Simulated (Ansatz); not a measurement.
`F[Si](F)(F)[SeH]` → H• + `F[Si](F)(F)[Se]`•  (homolysis of the H–Se bond)

Computed with Ansatz on PBE0-D4/def2-TZVP structures; ΔE is electronic, products minus reactants. CCSD(T)/CBS is the MP2 limit (def2-TZVPP, def2-QZVPP) plus CCSD(T) − MP2 in def2-TZVPP, frozen cores. This one scheme is used for every species, atoms too. No spin–orbit coupling; open shells (•) take unrestricted orbitals. For Se outer-core shells are correlated without core-valence functions, so the limit isn't a true one: a few kJ/mol of doubt a bond, and 10 to 20 or more in all where bonds break to atoms. Scalar relativity is left out up to krypton. Each species was taken in one conformer, which may not be the lowest.

`F[Si](F)(F)[SeH]`:

Z-matrix (Å, degrees):
```
Si
F 1 1.573
F 1 1.574 2 108.4
F 1 1.574 2 108.4 3 -114.7
Se 1 2.231 2 107.6 3 122.6
H 5 1.470 1 90.6 2 -179.7
```

`F[Si](F)(F)[Se]`•:

Cartesian coordinates in Å:
```
F 0.081 1.602 0.241
Si 0.055 0.037 0.084
F -0.728 -0.574 1.305
F 1.553 -0.438 0.162
Se -0.961 -0.626 -1.793
```

| species | CCSD(T)/CBS(def2) energy (Eh) |
| --- | --- |
| `F[Si](F)(F)[SeH]` | -2990.00244 |
| H• | -0.50000 |
| `F[Si](F)(F)[Se]`• | -2989.36283 |

Q: Work out ΔE.

A: ΔE = (-0.50000) + (-2989.36283) − (-2990.00244) = 0.13961 Eh = +87.6 kcal/mol.

Largest T1 diagnostic among the species: 0.011.

From BLYP to BHLYP (50 % exact exchange), in def2-TZVPP and without D4, ΔE moves by −0.9 kcal/mol: exact exchange takes away binding that semilocal exchange gives to molecules. In def2-TZVPP, CCSD(T) changes the Hartree–Fock value by +25.7 kcal/mol (the triples alone add +1.2 kcal/mol) and MP2 by +24.9 kcal/mol; breaking electron pairs costs correlation energy, which Hartree–Fock lacks.
